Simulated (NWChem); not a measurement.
System: TlCl; SMILES [Cl][Tl]

All runs: NWChem. The geometry was optimised at PBE-D3(BJ)/def2-SVP. def2 effective core potentials on Tl; no spin-orbit coupling. Level: PBE0/def2-SVPD; rows give the wavelength of the field.

| field | isotropic polarisability (bohr³) | anisotropy (bohr³) |
|---|---|---|
| static | 53.8 | 33.7 |
| 1065 nm | 54.9 | 34.7 |
| 589 nm | (withheld) | (withheld) |

Problem. What belongs in the gaps?

Solution. 
- 589 nm, isotropic polarisability (bohr³): 57.5
- 589 nm, anisotropy (bohr³): 37.0
